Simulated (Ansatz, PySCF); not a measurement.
CHO2, SMILES [O][C]O (connectivity only; charge and spin as stated), neutral, multiplicity 2. Atoms are numbered in the order given.

```xyz
4

C     -0.3854     0.1221     0.0000
O      0.1287     1.1801     0.0000
O      0.2246    -1.0714     0.0000
H     -0.4483    -1.7659     0.0000
```
Charge 0, spin multiplicity 2.

Geometry optimised at B3LYP-D3(BJ)/def2-TZVP. The values are those of a single conformer.

Two levels are set side by side: PBE-D3(BJ)/def2-TZVP (Ansatz, a quantum-chemistry and plane-wave program) and B3LYP-D3(BJ)/def2-TZVP (Ansatz). Each level has its own optimised geometry; the coordinates shown are those of the second. Frequencies come from the Hessian of PySCF at each geometry. Differences are taken from unrounded values.

```json
[
 {"quantity": "mean bond length (Å)", "B3LYP-D3(BJ)": "1.161", "PBE-D3(BJ)": "1.171", "PBE-D3(BJ) minus B3LYP-D3(BJ)": "0.010"},
 {"quantity": "bond C1–O2 (Å)", "B3LYP-D3(BJ)": "1.176", "PBE-D3(BJ)": "1.188", "PBE-D3(BJ) minus B3LYP-D3(BJ)": "0.011"},
 {"quantity": "bond C1–O3 (Å)", "B3LYP-D3(BJ)": "1.340", "PBE-D3(BJ)": "1.350", "PBE-D3(BJ) minus B3LYP-D3(BJ)": "0.009"},
 {"quantity": "bond O3–H4 (Å)", "B3LYP-D3(BJ)": "0.967", "PBE-D3(BJ)": "0.976", "PBE-D3(BJ) minus B3LYP-D3(BJ)": "0.009"},
 {"quantity": "highest harmonic wavenumber (cm⁻¹)", "B3LYP-D3(BJ)": "3774", "PBE-D3(BJ)": "3665", "PBE-D3(BJ) minus B3LYP-D3(BJ)": "-109"},
 {"quantity": "mean harmonic wavenumber (cm⁻¹)", "B3LYP-D3(BJ)": "1527", "PBE-D3(BJ)": "1484", "PBE-D3(BJ) minus B3LYP-D3(BJ)": "-43"},
 {"quantity": "zero-point energy (kcal/mol)", "B3LYP-D3(BJ)": "13.10", "PBE-D3(BJ)": "12.73", "PBE-D3(BJ) minus B3LYP-D3(BJ)": "-0.37"}
]
```

GGA bonds tend to be longer and softer than those of functionals with exact exchange. Differences between two approximate levels are no errors against the true value.
